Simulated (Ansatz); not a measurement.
**Molecular dynamics of CH5FO2Si**

The input (input.yaml):

```yaml
crystal:
  periodic: [false, false, false]
  atoms:
    - { symbol: Si, position_ang: [-0.031792, -0.011106, -0.033617] }
    - { symbol: F, position_ang: [-0.052001, -0.165675, 1.571661] }
    - { symbol: C, position_ang: [1.723566, -0.020849, -0.609647] }
    - { symbol: H, position_ang: [2.256968, -0.908489, -0.255234] }
    - { symbol: H, position_ang: [1.765907, -0.009311, -1.703035] }
    - { symbol: H, position_ang: [2.253367, 0.863266, -0.240812] }
    - { symbol: O, position_ang: [-0.714737, 1.405714, -0.498871] }
    - { symbol: H, position_ang: [-1.679373, 1.409516, -0.504216] }
    - { symbol: O, position_ang: [-0.968893, -1.237994, -0.621393] }
    - { symbol: H, position_ang: [-1.028812, -2.021472, -0.063435] }
basis:
  gaussian: { orbitals: "6-31G*" }
hamiltonian:
  xc: pbe0
  dispersion: d4
md:
  timestep: 0.5
  n_steps: 300
  ensemble: nvt_nose_hoover
  temperature: 1000.0
  initial_velocities: maxwell_boltzmann
  seed: 665122
```

Run as:

```bash
$ ansatz run input.yaml --threads 1 --pin off --max-ram 2048MiB --backend cpu --events-out ev --progress --plain --runs-dir out
```

It starts from a relaxed structure.

Output, in part (step lines, the closing report, with atoms numbered from 0):

```
md step     0: t =     0.00 fs  T =  1000.0 K  F+E_penalty+E_count = -15799.65472671 eV  E_kin = 1.034080 eV  conserved = -15798.62064671 eV  (25 SCF iters)
[... lines left out ...]
Total energy: -15799.12707858 eV, -580.6072111047 hartree
Atom 0 at    -0.046095     0.002469    -0.073073 Å, force     1.914580     0.747339     2.391539 eV/Å
Atom 1 at    -0.037105    -0.012770     1.592588 Å, force    -0.321282     0.120137    -1.342479 eV/Å
Atom 2 at     1.721168    -0.045186    -0.545797 Å, force     1.276535    -1.540857    -1.064135 eV/Å
Atom 3 at     2.440941     0.384018     0.154036 Å, force    -0.282538     0.560185     0.014461 eV/Å
Atom 4 at     2.134936    -1.109093    -0.658660 Å, force    -0.960317     1.134307     0.098136 eV/Å
Atom 5 at     1.825583     0.400833    -1.551753 Å, force     0.216205     0.070888     0.377084 eV/Å
Atom 6 at    -0.801411     1.314749    -0.681644 Å, force     4.587498     0.914512    -0.305974 eV/Å
Atom 7 at    -1.661126     1.097115    -0.587162 Å, force    -5.310385    -0.547786     0.158858 eV/Å
Atom 8 at    -0.882061    -1.308554    -0.468826 Å, force    -0.870071    -0.715035    -0.890607 eV/Å
Atom 9 at    -1.028472    -1.845781     0.300337 Å, force    -0.250224    -0.743690     0.563117 eV/Å
Dipole moment:    -0.063213    -0.274176    -0.005853 e Å
```

The steps, from the saved trajectory:

```json
{"time (fs)": "0", "T (K)": "1000", "potential energy less start (eV)": "0.000", "conserved less start (meV/atom)": "0.00"}
{"time (fs)": "5", "T (K)": "636", "potential energy less start (eV)": "0.380", "conserved less start (meV/atom)": "0.33"}
{"time (fs)": "10", "T (K)": "576", "potential energy less start (eV)": "0.447", "conserved less start (meV/atom)": "0.72"}
{"time (fs)": "15", "T (K)": "617", "potential energy less start (eV)": "0.406", "conserved less start (meV/atom)": "0.44"}
{"time (fs)": "20", "T (K)": "446", "potential energy less start (eV)": "0.592", "conserved less start (meV/atom)": "1.02"}
{"time (fs)": "25", "T (K)": "405", "potential energy less start (eV)": "0.644", "conserved less start (meV/atom)": "1.31"}
{"time (fs)": "30", "T (K)": "343", "potential energy less start (eV)": "0.708", "conserved less start (meV/atom)": "0.90"}
{"time (fs)": "35", "T (K)": "728", "potential energy less start (eV)": "0.310", "conserved less start (meV/atom)": "0.03"}
{"time (fs)": "40", "T (K)": "581", "potential energy less start (eV)": "0.478", "conserved less start (meV/atom)": "0.58"}
{"time (fs)": "45", "T (K)": "581", "potential energy less start (eV)": "0.489", "conserved less start (meV/atom)": "0.71"}
{"time (fs)": "50", "T (K)": "709", "potential energy less start (eV)": "0.367", "conserved less start (meV/atom)": "0.29"}
{"time (fs)": "55", "T (K)": "523", "potential energy less start (eV)": "0.583", "conserved less start (meV/atom)": "0.97"}
{"time (fs)": "60", "T (K)": "449", "potential energy less start (eV)": "0.680", "conserved less start (meV/atom)": "1.38"}
{"time (fs)": "65", "T (K)": "553", "potential energy less start (eV)": "0.589", "conserved less start (meV/atom)": "1.11"}
{"time (fs)": "70", "T (K)": "740", "potential energy less start (eV)": "0.412", "conserved less start (meV/atom)": "0.38"}
{"time (fs)": "75", "T (K)": "670", "potential energy less start (eV)": "0.512", "conserved less start (meV/atom)": "0.87"}
{"time (fs)": "80", "T (K)": "763", "potential energy less start (eV)": "0.438", "conserved less start (meV/atom)": "0.49"}
{"time (fs)": "85", "T (K)": "817", "potential energy less start (eV)": "0.402", "conserved less start (meV/atom)": "0.19"}
{"time (fs)": "90", "T (K)": "747", "potential energy less start (eV)": "0.510", "conserved less start (meV/atom)": "0.86"}
{"time (fs)": "95", "T (K)": "536", "potential energy less start (eV)": "0.758", "conserved less start (meV/atom)": "1.07"}
{"time (fs)": "100", "T (K)": "634", "potential energy less start (eV)": "0.684", "conserved less start (meV/atom)": "1.20"}
{"time (fs)": "105", "T (K)": "706", "potential energy less start (eV)": "0.641", "conserved less start (meV/atom)": "1.00"}
{"time (fs)": "110", "T (K)": "567", "potential energy less start (eV)": "0.813", "conserved less start (meV/atom)": "1.19"}
{"time (fs)": "115", "T (K)": "969", "potential energy less start (eV)": "0.418", "conserved less start (meV/atom)": "0.17"}
{"time (fs)": "120", "T (K)": "870", "potential energy less start (eV)": "0.554", "conserved less start (meV/atom)": "0.61"}
{"time (fs)": "125", "T (K)": "980", "potential energy less start (eV)": "0.475", "conserved less start (meV/atom)": "0.79"}
{"time (fs)": "130", "T (K)": "792", "potential energy less start (eV)": "0.694", "conserved less start (meV/atom)": "0.29"}
{"time (fs)": "135", "T (K)": "641", "potential energy less start (eV)": "0.886", "conserved less start (meV/atom)": "1.45"}
{"time (fs)": "140", "T (K)": "757", "potential energy less start (eV)": "0.802", "conserved less start (meV/atom)": "2.12"}
{"time (fs)": "145", "T (K)": "604", "potential energy less start (eV)": "0.980", "conserved less start (meV/atom)": "1.56"}
{"time (fs)": "150", "T (K)": "1056", "potential energy less start (eV)": "0.528", "conserved less start (meV/atom)": "0.56"}
```

The run went to its last step. The conserved energy stayed within 2.2 meV per atom of its start (net change 0.56 meV per atom), so the integration is sound. The mean temperature of the second half is 25 % below the set value. A run of 0.15 ps of so small a system gives no equilibrium averages.

The same pairs are bonded in the first frame and the last. Pairs count as bonded within 1.25 times the sum of covalent radii (0.12 Å more for H–H).

Last frame:

```xyz
10
Properties=species:S:1:pos:R:3
Si -0.046 0.003 -0.073
F -0.037 -0.013 1.593
C 1.721 -0.045 -0.546
H 2.441 0.384 0.154
H 2.135 -1.109 -0.659
H 1.826 0.401 -1.552
O -0.801 1.315 -0.682
H -1.661 1.097 -0.587
O -0.882 -1.309 -0.469
H -1.028 -1.846 0.300
```

Time of the run: 22 min on 1 thread of Arm Neoverse V1 (shared host), peak memory 0.18 GiB.
